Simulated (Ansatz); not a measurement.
Relaxation of CH$_{5}$BFP (9 atoms, charge 0, multiplicity 1), to a largest force component of 0.015 eV/Å in at most 40 steps.

Theory: RKS PBE/6-31G* in Ansatz.

```xyz
9
Properties=species:S:1:pos:R:3
F -0.994 0.838 -1.195
C 0.126 1.002 -0.486
B 0.679 -0.435 -0.176
P -0.219 -1.672 0.914
H 0.871 1.571 -1.099
H -0.074 1.560 0.461
H 1.811 -0.738 -0.552
H -1.481 -1.499 0.150
H -0.630 -0.675 1.967
```

**Question.** Where does it end, and by what steps?

**Answer.** The forces met the threshold. After 17 steps the energy has fallen by 1.002 eV; H9 moved furthest, 1.51 Å.

| step | energy less start (eV) | largest force component (eV/Å) | accepted |
| --- | --- | --- | --- |
| 0 | 0.0000 | 2.676 | yes |
| 1 | -0.2347 | 1.214 | yes |
| 2 | -0.3367 | 0.329 | yes |
| 3 | -0.3950 | 0.827 | yes |
| 4 | -0.4636 | 1.275 | yes |
| 5 | -0.5729 | 0.663 | yes |
| 6 | -0.6503 | 0.292 | yes |
| 7 | -0.7009 | 0.706 | yes |
| 8 | -0.7736 | 0.772 | yes |
| 9 | -0.8361 | 0.618 | yes |
| 10 | -0.8950 | 0.660 | yes |
| 11 | -0.9497 | 0.372 | yes |
| 12 | -0.9862 | 0.202 | yes |
| 13 | -0.9925 | 0.189 | yes |
| 14 | -1.0010 | 0.074 | yes |
| 15 | -1.0019 | 0.028 | yes |
| 16 | -1.0022 | 0.017 | yes |
| 17 | -1.0023 | 0.004 | yes |

```xyz
9
Properties=species:S:1:pos:R:3
F -1.181 1.026 -1.082
C 0.169 1.048 -0.696
B 0.625 -0.177 0.167
P -0.504 -1.659 0.421
H 0.795 1.118 -1.613
H 0.365 1.991 -0.138
H 1.777 -0.230 0.520
H -1.776 -1.065 0.666
H -0.181 -2.098 1.738
```

The run took 90 s on 1 thread of AMD EPYC (Zen 3), with other jobs on the host, peak memory 0.17 GiB.
